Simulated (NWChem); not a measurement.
System: C$_{5}$H$_{5}$F; SMILES C(=C)[C@@H](F)C#C

The following NWChem deck was run.

```
start job
memory heap 200 mb stack 900 mb global 1100 mb
geometry units angstroms noautosym nocenter noautoz
  C     -0.536081    -2.481714     0.297762
  C     -0.132063    -1.382139    -0.048697
  C      0.334867    -0.059466    -0.485003
  F      1.474001     0.310580     0.226141
  C     -0.750367     0.985210    -0.341151
  C     -0.614944     2.091201     0.403565
  H     -0.891131    -3.453253     0.612822
  H      0.629503    -0.130740    -1.561269
  H     -1.677577     0.769707    -0.898748
  H     -1.428231     2.828250     0.479674
  H      0.316915     2.285304     0.955718
end
basis spherical
  C library 6-31g*
  F library 6-31g*
  H library 6-31g*
end
dft
  xc xpbe96 cpbe96
  iterations 150
end
cosmo
  do_cosmo_smd true
  solvent hexane
end
task dft energy
```

Excerpt of the output:

```
             Northwest Computational Chemistry Package (NWChem) 7.3.0
             --------------------------------------------------------

                             Geometry "geometry" -> ""
                             -------------------------

 Output coordinates in angstroms (scale by  1.889725989 to convert to a.u.)

  No.       Tag          Charge          X              Y              Z
 ---- ---------------- ---------- -------------- -------------- --------------
    1 C                    6.0000    -0.53608100    -2.48171400     0.29776200
    2 C                    6.0000    -0.13206300    -1.38213900    -0.04869700
    3 C                    6.0000     0.33486700    -0.05946600    -0.48500300
    4 F                    9.0000     1.47400100     0.31058000     0.22614100
    5 C                    6.0000    -0.75036700     0.98521000    -0.34115100
    6 C                    6.0000    -0.61494400     2.09120100     0.40356500
    7 H                    1.0000    -0.89113100    -3.45325300     0.61282200
    8 H                    1.0000     0.62950300    -0.13074000    -1.56126900
    9 H                    1.0000    -1.67757700     0.76970700    -0.89874800
   10 H                    1.0000    -1.42823100     2.82825000     0.47967400
   11 H                    1.0000     0.31691500     2.28530400     0.95571800

 Effective nuclear repulsion energy (a.u.)     201.2564369056

  pbe96 is a nonlocal functional; adding pw91lda local functional.

                                 NWChem DFT Module
                                 -----------------

 Summary of "ao basis" -> "ao basis" (spherical)
 ------------------------------------------------------------------------------
       Tag                 Description            Shells   Functions and Types
 ---------------- ------------------------------  ------  ---------------------
 C                           6-31g*                  6       14   3s2p1d
 F                           6-31g*                  6       14   3s2p1d
 H                           6-31g*                  2        2   2s

 in cosmo_initialize ...
 calling solv_data for solv:hexane

 solvent parameters
 solvname_short: hexane
 solvname_long:  n-hexane
 dielec:        1.8819
 dielecinf:     1.8903
 nonaqueous SMD model solvent descriptors
 dielec:        1.8819
 sola:          0.0000
 solb:          0.0000
 solc:          0.0000
 solg:         25.7500
 solh:          0.0000
 soln:          1.3749

[...]

                                COSMO-SMD solvation results
                                ---------------------------

             internal energy in gas <Psi(g)|H|Psi(g)> =      -292.903262010663
         internal energy in solvent <Psi(s)|H|Psi(s)> =      -292.903002473419
                               delta internal energy  =         0.000259537244 (    0.16 kcal/mol)
   total free energy in solvent <Psi(s)|H+V/2|Psi(s)> =      -292.907344915167
 polarization energy contribution <Psi(s)|V/2|Psi(s)> =        -0.004342441748 (   -2.72 kcal/mol)
    total free energy in solvent including G(SMD-CDS) =      -292.908504439366
                       G(SMD-CDS) energy contribution =        -0.001159524199 (   -0.73 kcal/mol)
     1 M fixed-concentration free energy of solvation =        -0.005242428703 (   -3.29 kcal/mol)

                       DFT Final Molecular Orbital Analysis
                       ------------------------------------

 Vector   20  Occ=2.000000D+00  E=-2.538398D-01
              MO Center= -2.5D-01, -1.5D+00,  1.2D-01, r^2= 2.4D+00
   Bfn.  Coefficient  Atom+Function         Bfn.  Coefficient  Atom+Function
  ----- ------------  ---------------      ----- ------------  ---------------
    17      0.309007   2 C  px                3      0.282392   1 C  px
     5      0.264840   1 C  pz               19      0.257162   2 C  pz
     7      0.190752   1 C  px               21      0.179038   2 C  px
     9      0.158298   1 C  pz               46      0.141090   4 F  py
    23      0.122372   2 C  pz               61     -0.110828   5 C  pz

 Vector   21  Occ=2.000000D+00  E=-2.398059D-01
              MO Center= -2.3D-01, -1.5D+00, -9.3D-03, r^2= 2.7D+00
   Bfn.  Coefficient  Atom+Function         Bfn.  Coefficient  Atom+Function
  ----- ------------  ---------------      ----- ------------  ---------------
     5      0.293247   1 C  pz               19      0.272005   2 C  pz
     3     -0.202264   1 C  px                9      0.192551   1 C  pz
    17     -0.190571   2 C  px                4      0.173963   1 C  py
    88      0.168511   8 H  s                23      0.155328   2 C  pz
    87      0.138697   8 H  s                 7     -0.136632   1 C  px

 Vector   22  Occ=2.000000D+00  E=-2.335071D-01
              MO Center= -5.9D-01,  1.0D+00,  3.8D-02, r^2= 3.1D+00
   Bfn.  Coefficient  Atom+Function         Bfn.  Coefficient  Atom+Function
  ----- ------------  ---------------      ----- ------------  ---------------
    75      0.307422   6 C  pz               61      0.282836   5 C  pz
    79      0.223653   6 C  pz               60     -0.199517   5 C  py
    65      0.193487   5 C  pz               74     -0.175256   6 C  py
     3      0.167020   1 C  px               73     -0.148041   6 C  px
    22     -0.130201   2 C  py               78     -0.128231   6 C  py

 Vector   23  Occ=0.000000D+00  E=-2.986959D-02
              MO Center= -5.0D-01,  6.0D-01,  2.9D-02, r^2= 4.4D+00
   Bfn.  Coefficient  Atom+Function         Bfn.  Coefficient  Atom+Function
  ----- ------------  ---------------      ----- ------------  ---------------
    79      0.413048   6 C  pz               65     -0.358100   5 C  pz
    75      0.312159   6 C  pz               61     -0.299374   5 C  pz
     7     -0.288582   1 C  px               21      0.249954   2 C  px
    64      0.240493   5 C  py                3     -0.233364   1 C  px
    78     -0.226199   6 C  py               17      0.187464   2 C  px

[...]
```

Level: PBE/6-31G* (spherical d), SMD on the gas-phase geometry. Coordinates come from a PBE-D3(BJ)/def2-SVP optimisation. Solvent: n-hexane.
